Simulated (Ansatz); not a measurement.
`C[Si](C)(C)Cl` + H₂S → `C[Si](C)(S)Cl` + CH₄  (ligand exchange at the Si–C bond)

Computed with Ansatz on PBE0-D4/def2-TZVP structures; ΔE is electronic, products minus reactants. CCSD(T)/CBS is the MP2 limit (def2-TZVPP, def2-QZVPP) plus CCSD(T) − MP2 in def2-TZVPP, frozen cores. This one scheme is used for every species. Functionals use def2-TZVPP. HSE06 is defined as in plane-wave codes. One conformer a species, not always the lowest.

(1) Is it downhill or uphill in electronic energy at CCSD(T)/CBS, and by how much? (Best estimate.)

(2) What do these levels give: LDA (SPW92), B97M-V, PBE0-D4, r2SCANh-D4, PBE, BLYP, PBE0, HSE06, RPA@PBE/def2-TZVPP, SCS-MP2/def2-TZVPP, HF/def2-QZVPP, MP2/def2-QZVPP? (Best estimate.)

Largest T1 diagnostic among the species: 0.010.

Results:

(1) Computed: Downhill: ΔE = -15.6 kcal/mol.

(2) Ansatz gave: LDA (SPW92) -15.5, B97M-V -16.6, PBE0-D4 -16.4, r2SCANh-D4 -16.4, PBE -16.2, BLYP -15.5, PBE0 -16.0, HSE06 -16.0, RPA@PBE/def2-TZVPP -14.0, SCS-MP2/def2-TZVPP -15.7, HF/def2-QZVPP -14.7, MP2/def2-QZVPP -16.7 kcal/mol.

Leaving LDA and LC-ωPBE aside and taking each functional with its dispersion term where it has one, the values, not all of them listed here, spread over 1.6 kcal/mol, from revPBE-D4 to CAM-B3LYP-D4. LDA lies +0.7 kcal/mol from PBE without D4. The D4 term adds −0.7 kcal/mol with B3LYP and −0.3 kcal/mol with PBE0; it sums over pairs of atoms, weighted by their polarisabilities, and B3LYP, whose exchange is more repulsive, gets the larger term.

B3LYP here is the variant with VWN-RPA as its local correlation; programs differ in this.
